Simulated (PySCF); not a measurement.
Run record for `C=CB1OBOBO1`: PBE/pcseg-1, IEF-PCM water, fitting basis def2-qzvpp-jkfit, start guess vsap, full TDDFT, 25 singlets.

Method: TDDFT PBE/pcseg-1, vertical, IEF-PCM water (non-equilibrium linear response), core orbitals frozen in the response (PySCF 2.14.0, density-fitted response routines). Geometry: GFN2-xTB. The command runs a driver script over a list of jobs; the input below is this job's line of settings and its coordinates in Å.

Command:
```bash
OMP_NUM_THREADS=1 python probes_run.py task.json out
```

Input:
```
{"job": {"kind": "uv", "xc": "PBE", "basis": "pcseg-1", "solvent": "water", "nstates": 25, "ntriplets": 0, "tda": false, "scf": {"aux": "def2-qzvpp-jkfit", "guess": "vsap"}}, "charge": 0, "multiplicity": 1}
C      2.568495     0.499408     0.251897
C      1.704412    -0.438920    -0.120375
B      0.151391    -0.252413    -0.091503
O     -0.676735    -1.270785    -0.491432
B     -2.023084    -1.115036    -0.469184
O     -2.566624     0.059262    -0.047026
B     -1.756813     1.077869     0.353360
O     -0.410803     0.925778     0.331761
H      3.637020     0.351843     0.224673
H      2.223572     1.459202     0.600163
H      2.088744    -1.391361    -0.464393
H     -2.718784    -1.991578    -0.812471
H     -2.225179     2.087217     0.716803
```

Output:
```
final grid: 116528 points
cycle   1  E = -365.8169464600  dE =  1.147e+01  |g| = 6.001e+00  |ddm| = 2.023e+01
cycle   2  E = -330.6116870864  dE =  3.521e+01  |g| = 9.503e+00  |ddm| = 2.237e+01
cycle   3  E = -377.4426281353  dE = -4.683e+01  |g| = 2.750e+00  |ddm| = 9.938e+00
cycle   4  E = -378.0613140110  dE = -6.187e-01  |g| = 1.856e+00  |ddm| = 3.458e+00
cycle   5  E = -379.1325691871  dE = -1.071e+00  |g| = 4.176e-01  |ddm| = 2.251e+00
cycle   6  E = -379.1185816881  dE =  1.399e-02  |g| = 4.619e-01  |ddm| = 6.864e-01
cycle   7  E = -379.1755574995  dE = -5.698e-02  |g| = 7.486e-02  |ddm| = 4.028e-01
cycle   8  E = -379.1767890349  dE = -1.232e-03  |g| = 2.357e-02  |ddm| = 6.729e-02
cycle   9  E = -379.1768776513  dE = -8.862e-05  |g| = 1.877e-02  |ddm| = 3.455e-02
cycle  10  E = -379.1769363621  dE = -5.871e-05  |g| = 9.637e-03  |ddm| = 1.804e-02
cycle  11  E = -379.1769552604  dE = -1.890e-05  |g| = 1.517e-03  |ddm| = 8.189e-03
cycle  12  E = -379.1769557219  dE = -4.616e-07  |g| = 2.683e-04  |ddm| = 1.470e-03
cycle  13  E = -379.1769557400  dE = -1.806e-08  |g| = 1.206e-04  |ddm| = 3.721e-04
cycle  14  E = -379.1769557414  dE = -1.393e-09  |g| = 9.217e-05  |ddm| = 1.316e-04
cycle  15  E = -379.1769557427  dE = -1.357e-09  |g| = 3.684e-05  |ddm| = 9.118e-05
cycle  16  E = -379.1769557431  dE = -3.271e-10  |g| = 1.342e-05  |ddm| = 3.841e-05
converged SCF energy = -379.1769557431

Static polarisability (au): isotropic 78.396, principal 43.846 81.067 110.274

Singlet excitations
state   eV       nm        f      main configurations
  1   5.6421    219.7   0.00048   H-1->L 0.59, H-2->L 0.40
  2   5.7185    216.8   0.00205   H-2->L 0.60, H-1->L 0.39
  3   5.7381    216.1   0.00858   H->L+1 0.96
  4   5.9613    208.0   0.40258   H->L 0.83, H->L+2 0.10
  5   6.4446    192.4   0.00053   H-1->L+1 0.98
  6   6.4544    192.1   0.00000   H-3->L 0.97
  7   6.6738    185.8   0.01436   H-2->L+1 0.98
  8   7.2693    170.6   0.05871   H->L+2 0.46, H-5->L 0.45
  9   7.2946    170.0   0.00012   H-3->L+1 0.99
 10   7.3256    169.2   0.04480   H-4->L 0.90
 11   7.4368    166.7   0.00029   H-6->L 0.98
 12   7.4917    165.5   0.00013   H-7->L 0.99
 13   7.6221    162.7   0.03667   H-5->L 0.48, H->L+2 0.33, H->L+4 0.09
 14   7.7486    160.0   0.00262   H-1->L+2 0.98
 15   7.8787    157.4   0.00045   H-2->L+2 0.93
 16   7.9880    155.2   0.00002   H-8->L 0.94
 17   8.4463    146.8   0.01438   H-7->L+1 0.81, H-6->L+1 0.09
 18   8.4898    146.0   0.02396   H->L+3 0.97
 19   8.5206    145.5   0.12229   H-5->L+1 0.89
 20   8.5882    144.4   0.00025   H-6->L+1 0.82, H-7->L+1 0.10
 21   8.6434    143.4   0.00847   H-3->L+2 0.86
 22   8.6447    143.4   0.08617   H-4->L+1 0.86
 23   8.7558    141.6   0.00627   H-8->L+1 0.94
 24   8.9874    138.0   0.00037   H->L+5 0.94
 25   9.0900    136.4   0.00013   H-9->L 0.91
```

H and L stand for HOMO and LUMO; the number after each pair is its weight.

Task: Give the mean polarisability as a volume in Å³, and the ratio of the largest to the smallest principal value.

Result: 78.396 au × 0.148185 = 11.62 Å³; 110.274/43.846 = 2.52.

Task: How does the lowest singlet excitation compare with the HOMO–LUMO gap?

Result: HOMO -7.10 eV and LUMO -2.27 eV give a gap of 4.83 eV; S1 at 5.64 eV lies 0.81 eV above it.

In short: SCF converged in 16 cycles with 137 basis and 696 fitting functions; HOMO -7.10 eV, LUMO -2.27 eV; lowest singlet 5.64 eV; mean polarisability 78.4 au.

The species at its GFN2-xTB geometry (one conformer only).

Task: How long does this job take on one thread of an Intel Xeon at 2.70 GHz, shared host? And the peak memory of the process?

Result: About 34 s, with 0.65 GiB resident at the peak, the Python interpreter and its libraries included.

Conformer computed: `[CH2:1]=[CH:2][B:3]1[O:4][BH:5][O:6][BH:7][O:8]1`: C1–C2–B3–O4 180°.
